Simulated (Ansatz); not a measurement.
Isolated molecules relaxed with PBE0-D4/def2-TZVP in Ansatz; ΔE leaves out vibrations. CBS: MP2 limit from def2 TZ/QZ plus the TZ coupled-cluster correction, frozen cores. This one scheme is used for every species. DFT in def2-TZVPP. B3LYP here is the variant with VWN-RPA as its local correlation; programs differ in this. One conformer a species, not always the lowest.

Consider the formal exchange of groups at the Si–C bond: `S[SiH2][SiH2]CCl` + `C=C` → `C=C[SiH2][SiH2]S` + `CCl`.

| level | ΔE (kJ/mol) | difference from CCSD(T)/CBS |
| --- | --- | --- |
| PBE-D4 | -16.7 | -2.2 |
| r2SCAN-D4 | -16.7 | -2.2 |
| ωB97X-V | -14.9 | -0.4 |
| PBE | -14.3 | 0.2 |
| B3LYP | -12.8 | 1.7 |
| SCS-MP2/def2-TZVPP | -15.7 | -1.2 |
| CCSD(T)/def2-TZVPP | -14.5 | 0.0 |
| MP2/def2-QZVPP | -17.2 | -2.7 |
| SCS-MP2/def2-QZVPP | -15.8 | -1.3 |
| HF/CBS(def2) | -12.4 | 2.1 |
| CCSD(T)/CBS | -14.5 | 0 |

Largest T1 diagnostic among the species: 0.012.

The D4 term adds −3.6 kJ/mol with B3LYP and −2.2 kJ/mol with PBE0; it sums over pairs of atoms, weighted by their polarisabilities, and B3LYP, whose exchange is more repulsive, gets the larger term.
